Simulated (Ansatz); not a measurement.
Calibrating wB97M-V/def2-TZVPP on molecular compounds of Mg

The vertical ionisation energy (cation less neutral) in eV of 7 molecular compounds of Mg: x at wB97M-V/def2-TZVPP, y at CCSD(T)/def2-TZVPP. Shapes, held fixed at every level: PBE0-D4/def2-TZVP. Programs: Ansatz 0.2.0.

| molecule | x (eV) | y (eV) |
| --- | --- | --- |
| Mg(NH2)Br | 9.24 | 9.12 |
| Mg(OH)(SH) | 9.63 | 9.51 |
| CH4MgO2 (SMILES C[O][Mg][OH]) | 9.69 | 9.74 |
| Mg(SH)F | 9.94 | 9.82 |
| MgH(OH) | 10.68 | 10.80 |
| Mg(OH)2 | 10.70 | ? |
| MgHCl (SMILES [MgH][Cl]) | 11.00 | 10.85 |

Q: Fit y = c + s·x to the known rows and predict y for Mg(OH)2.

A: 
1. Means of the 6 rows: x = 10.0300, y = 9.973.
2. Σ(Δx)² = 2.2712, Σ(Δx·Δy) = 2.3403, so the slope is 2.3403/2.2712 = 1.0304.
3. Intercept: 9.973 − (1.0304) × 10.0300 = -0.362. The largest residual of the fit is 0.16.
4. Mg(OH)2: -0.362 + 1.0304 × 10.70 = 10.66 eV.

CCSD(T)/def2-TZVPP gives 10.86 eV, so the prediction is off by -0.20 eV, more than the largest residual. Uncorrected, wB97M-V/def2-TZVPP misses it by -0.16 eV, and the other rows by 0.11 on average. The line makes this one worse. Left out in turn, the other rows are missed by 0.15 eV on average, worse than no correction. Cations run unrestricted. Relativity is left out for Br. Outer-core shells of Br, Mg are correlated, in sets that cover them unevenly.
